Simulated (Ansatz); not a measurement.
Mulliken charges of C₂H₅NSeSi (`N=C=C([SiH3])[SeH]`) from B3LYP/def2-TZVPP in Ansatz (PBE0-D4/def2-TZVP geometry).

| atom | x (Å) | y (Å) | z (Å) | charge (e) |
| --- | --- | --- | --- | --- |
| N1 | -1.257 | 2.005 | -0.994 | -0.188 |
| C2 | -0.496 | 1.165 | -0.565 | 0.146 |
| C3 | 0.319 | 0.196 | -0.232 | -0.288 |
| Si4 | -0.251 | -1.497 | 0.248 | 0.297 |
| Se5 | 2.201 | 0.565 | -0.354 | -0.014 |
| H6 | -1.657 | 2.676 | -0.346 | 0.188 |
| H7 | 0.273 | -2.500 | -0.713 | -0.056 |
| H8 | -1.738 | -1.530 | 0.259 | -0.064 |
| H9 | 0.263 | -1.826 | 1.603 | -0.065 |
| H10 | 2.425 | 0.694 | 1.096 | 0.044 |

Question: By hand: the dipole of these point charges (1 e Å = 4.8032 D).

Answer: Σ q r = (-0.159, 0.174, 0.152) e Å, of length 0.280 e Å = 1.34 D.

Question: How does the dipole of the full density compare? (Estimate.)

Answer: The calculation gave: (-0.126, 0.164, 0.335) e Å, 1.89 D; the point charges give 0.71 times that, at 26° from its direction.

Point charges leave out the atoms' own dipoles, such as those of lone pairs, and Mulliken's split depends on the basis, so the two needn't agree.

B3LYP here is the variant with VWN-RPA as its local correlation; programs differ in this.
